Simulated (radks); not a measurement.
Values are calculated unless marked as measured or tabulated.
Ionisation of Pr3+, [Xe] 4f2, to Pr4+, [Xe] 4f1, under several functionals. Scalar-relativistic Kohn-Sham, spin-unpolarised, spherical densities, point nucleus; a radial shooting solver on a logarithmic mesh with Libxc functionals.

[
 {"functional": "PBE", "E(Pr3+) (hartree)": "-9235.9369", "Exc (hartree)": "-214.8183", "IE (eV)": "39.012", "-e(HOMO) (eV)": "29.789", "<r> HOMO (bohr)": "1.013", "IE error (eV)": "+0.031"},
 {"functional": "Wu-Cohen GGA", "E(Pr3+) (hartree)": "-9235.0577", "Exc (hartree)": "-213.9355", "IE (eV)": "39.080", "-e(HOMO) (eV)": "29.849", "<r> HOMO (bohr)": "1.012", "IE error (eV)": "+0.099"},
 {"functional": "B86b exchange with PBE correlation", "E(Pr3+) (hartree)": "-9236.8245", "Exc (hartree)": "-215.7117", "IE (eV)": "39.033", "-e(HOMO) (eV)": "29.809", "<r> HOMO (bohr)": "1.013", "IE error (eV)": "+0.052"},
 {"functional": "revPBE", "E(Pr3+) (hartree)": "-9236.2187", "Exc (hartree)": "-215.1050", "IE (eV)": "38.945", "-e(HOMO) (eV)": "29.724", "<r> HOMO (bohr)": "1.013", "IE error (eV)": "-0.036"}
]

NIST Atomic Spectra Database: 38.98 eV (semi-empirical). Closest: PBE. The Delta-SCF values span 0.13 eV, the total energies 1.77 hartree. The highest occupied level is 4f. Spin polarisation and multiplet splitting are left out, so open shells lie too high by an amount that depends on their filling. Spin-orbit splitting is averaged out at the scalar-relativistic level.

Beside tabulated values, note that spin-unpolarised runs miss the spin-polarisation part of the exchange energy of open shells.
